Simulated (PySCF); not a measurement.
WF5, SMILES [F][W]([F])([F])([F])[F] (connectivity only; charge and spin as stated), neutral, multiplicity 2.

Coordinates come from a r2SCAN-D4/def2-SVP optimisation. The spin state was assumed, not searched. The isomer is the one that the SMILES or the coordinates give; other isomers of the formula were not compared. The def2 effective core potentials stand for the cores of W; spin–orbit coupling is left out.

All values below come from PySCF with r2SCAN-D4/def2-SVP.

Frequencies are harmonic and unscaled.

Computed normal modes with their intensities:
| mode | ν (cm⁻¹) | IR (km/mol) | moving atoms (share of kinetic energy) |
|---|---|---|---|
| 1 | 77 | 0.6 | F 100 % |
| 2 | 78 | 1.8 | F 99 % |
| 3 | 183 | 20.4 | F 78 %, W 22 % |
| 4 | 195 | 20.2 | F 84 %, W 16 % |
| 5 | 223 | 26.4 | F 85 %, W 15 % |
| 6 | 257 | 3.4 | F 99 % |
| 7 | 326 | 3.2 | F 98 % |
| 8 | 636 | 0.0 | F 100 % |
| 9 | 678 | 142.7 | F 88 %, W 12 % |
| 10 | 704 | 191.6 | F 85 %, W 15 % |
| 11 | 729 | 130.2 | F 88 %, W 12 % |
| 12 | 739 | 47.1 | F 95 % |
